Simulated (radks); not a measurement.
All-electron atom: the dysprosium ion Dy49+ in [Ne] 3s2 3p5. Method: scalar-relativistic Kohn-Sham, PBE, spin-unpolarised, spherical densities, finite nucleus; Fermi nuclear charge, rms radius 5.2218 fm; computed with a radial shooting solver on a logarithmic mesh with Libxc functionals.

Unscreened Slater integrals over Kohn-Sham orbitals (cm^-1).

integral     value
F0(3p,3p)   931540
F2(3p,3p)   466640
F0(3p,3s)   918660
G1(3p,3s)   594470
F0(3p,2p)  1232500
F2(3p,2p)   316900
G0(3p,2p)   126510
G2(3p,2p)   139990
F0(3p,2s)  1197900
G1(3p,2s)   100110
F0(3s,3s)   908720
F0(3s,2p)  1189400
G1(3s,2p)   123900
F0(3s,2s)  1166100
G0(3s,2s)    99679
F0(2p,2p)  2546700
F2(2p,2p)  1207500
F0(2p,2s)  2354800
G1(2p,2s)  1343300
F0(2s,2s)  2234000

Derived for the open shells (J is the average intra-shell exchange parameter used in DFT+U). 3p: J = F2/5 = 93330 cm^-1.
